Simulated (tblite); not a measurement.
Species: CH₉BF₂Si₃.
SMILES with atom numbers: `[F:1][B:2]([F:3])[CH2:4][SiH2:5][SiH2:6][SiH3:7]` (hydrogens: H8, H9 on C4; H10, H11 on Si5; H12, H13 on Si6; H14, H15, H16 on Si7)

Computed with GFN2-xTB (tblite), gas phase: L-BFGS steps from a force-field or distance-geometry start until the largest atomic force falls under 0.01 eV/Å.

Step 15: E = -617.4592 eV
```
atom  x, y, z in Å  |  force x, y, z in eV/Å
F1      1.9954   -1.8094    1.2052   -0.046   0.009   0.037
B2      2.2474   -0.7562    0.4422   -0.035   0.030  -0.021
F3      3.2254    0.0017    0.9147    0.065  -0.013  -0.011
C4      1.4248   -0.3798   -0.8114    0.059  -0.062  -0.023
Si5     0.4931    1.2798   -0.5343   -0.073   0.109   0.019
Si6    -1.0278    0.9808    1.1916   -0.006   0.000   0.016
Si7    -2.3587   -0.8745    0.7659   -0.020  -0.033   0.001
H8      2.0667   -0.2314   -1.6758    0.058   0.041  -0.015
H9      0.7129   -1.1595   -1.0730   -0.024  -0.010   0.002
H10     1.5042    2.3351   -0.3895    0.033  -0.027   0.001
H11    -0.1412    1.5377   -1.8404    0.004   0.000   0.011
H12    -0.3296    0.8570    2.4853   -0.008  -0.026  -0.044
H13    -1.8285    2.2068    1.3743    0.014  -0.043  -0.040
H14    -3.0566   -0.7374   -0.5187   -0.019   0.030   0.015
H15    -3.3870   -1.1527    1.7703   -0.003  -0.007   0.005
H16    -1.5482   -2.0889    0.6318    0.001   0.000   0.046
```

Step 16: E = -617.4605 eV
```
atom  x, y, z in Å  |  force x, y, z in eV/Å
F1      1.9907   -1.8054    1.2067   -0.043   0.003   0.033
B2      2.2480   -0.7562    0.4400   -0.056   0.046  -0.006
F3      3.2275    0.0000    0.9123    0.072  -0.014  -0.015
C4      1.4248   -0.3777   -0.8130    0.079  -0.079  -0.004
Si5     0.4924    1.2815   -0.5331   -0.042   0.063   0.018
Si6    -1.0270    0.9796    1.1899   -0.031  -0.015   0.029
Si7    -2.3600   -0.8756    0.7671   -0.018  -0.036  -0.003
H8      2.0714   -0.2271   -1.6746    0.013   0.025  -0.010
H9      0.7116   -1.1581   -1.0716    0.004   0.012  -0.023
H10     1.5064    2.3315   -0.3933    0.055   0.009   0.015
H11    -0.1371    1.5380   -1.8386   -0.025   0.011  -0.030
H12    -0.3312    0.8572    2.4837    0.006  -0.031  -0.028
H13    -1.8271    2.2045    1.3742    0.001  -0.025  -0.042
H14    -3.0592   -0.7364   -0.5169   -0.012   0.025   0.018
H15    -3.3894   -1.1562    1.7698    0.000  -0.001   0.008
H16    -1.5494   -2.0906    0.6356   -0.002   0.006   0.040
```

Task: Estimate the geometry and energy of step 17. (The exact step hangs on the optimiser's Hessian estimate; all steps are aligned on step 16, rigid shifts and turns removed.)

Result: E = -617.4616 eV, largest force 0.077 eV/Å
```
atom  x, y, z in Å  |  force x, y, z in eV/Å
F1      1.9856   -1.8019    1.2083   -0.038   0.015   0.028
B2      2.2479   -0.7554    0.4387   -0.047   0.042   0.019
F3      3.2306   -0.0018    0.9097    0.061  -0.025  -0.020
C4      1.4262   -0.3771   -0.8144    0.056  -0.044   0.007
Si5     0.4913    1.2837   -0.5318    0.004   0.002   0.007
Si6    -1.0270    0.9783    1.1888   -0.048  -0.035   0.027
Si7    -2.3615   -0.8771    0.7681   -0.015  -0.029  -0.003
H8      2.0756   -0.2229   -1.6737   -0.019   0.008  -0.008
H9      0.7106   -1.1566   -1.0709    0.031   0.023  -0.042
H10     1.5094    2.3285   -0.3964    0.066   0.032   0.025
H11    -0.1340    1.5386   -1.8377   -0.045   0.019  -0.054
H12    -0.3325    0.8569    2.4818    0.021  -0.035  -0.007
H13    -1.8259    2.2021    1.3735   -0.016  -0.002  -0.041
H14    -3.0618   -0.7351   -0.5150   -0.008   0.020   0.016
H15    -3.3915   -1.1594    1.7696   -0.001   0.004   0.013
H16    -1.5505   -2.0919    0.6396   -0.001   0.004   0.032
```

The energy changes by -0.0011 eV. The first-order estimate −F·Δx gives -0.0015 eV and the mean of the old and new forces, exact on a quadratic surface, -0.0011 eV. The step makes an angle of 63° with the force vector and moves no atom by more than 0.006 Å.

What follows is the cost of the whole relaxation. Time: 6.0 s wall, 2.8 s CPU. Hardware: one thread of an Intel Xeon at 2.50 GHz (shared host).
